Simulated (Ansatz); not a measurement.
`F[B]([AlH2])[SiH3]` + `[AlH2][SeH]` → `[AlH2][Se][SiH3]` + `F[BH][AlH2]` at 400 K and 1 bar (cleavage of the Si–B bond).

Computed with Ansatz on PBE0-D4/def2-TZVP structures; ΔE is electronic, products minus reactants. CCSD(T)/CBS adds triple-zeta CCSD(T) − MP2 to the extrapolated MP2 energy (def2 sets, frozen cores). For Se outer-core shells are correlated without core-valence functions, which leaves a few kJ/mol of doubt a bond. Scalar relativity is left out up to krypton.

```csv
species,CCSD(T)/CBS energy (Eh),H − E (kJ/mol),S (J/(mol·K))
`F[B]([AlH2])[SiH3]`,-658.67346,149.1,403.3
`[AlH2][SeH]`,-2644.54675,77.0,301.5
`[AlH2][Se][SiH3]`,-2934.85173,135.4,375.6
`F[BH][AlH2]`,-368.40257,95.5,317.1
```

H − E and S are ideal-gas, rigid-rotor, harmonic terms from PBE0-D4/def2-TZVP, for one conformer and one mirror image of each species. 1 Eh = 2625.50 kJ/mol, R = 8.31446 J/(mol·K).

Problem. By hand: ΔE, ΔH, ΔS and ΔG.

Solution. ΔE = (-2934.85173) + (-368.40257) − (-658.67346) − (-2644.54675) = -0.03409 Eh = -89.5 kJ/mol. Δ(H − E) = 135.4 + 95.5 − 149.1 − 77.0 = 4.8, so ΔH = -84.7 kJ/mol. ΔS = 375.6 + 317.1 − 403.3 − 301.5 = -12.1 J/(mol·K). ΔG = -84.7 − 400 × (-12.1)/1000 = -79.9 kJ/mol.

Problem. By hand: the equilibrium constant, and the temperature at which ΔG would vanish if ΔH and ΔS stayed fixed.

Solution. log₁₀ K = −ΔG/(RT ln 10) = 10.4. ΔG = 0 at ΔH/ΔS = 7000 K, far beyond where these terms or the molecules hold.

The number of gas molecules stays the same, so ΔS is small and ΔH decides. A doubt of 5 kJ/mol in ΔE shifts log₁₀ K by 0.7 here. Other conformers and mirror images would add mixing entropy, several J/(mol·K) or more a flexible species. Modes under 60 cm⁻¹, often nearly free rotors, make the harmonic entropy too high. These are equilibria of isolated gas molecules and say nothing of rates. Largest T1 diagnostic: 0.015 (customary marks: 0.02 for closed shells, 0.045 for open ones).
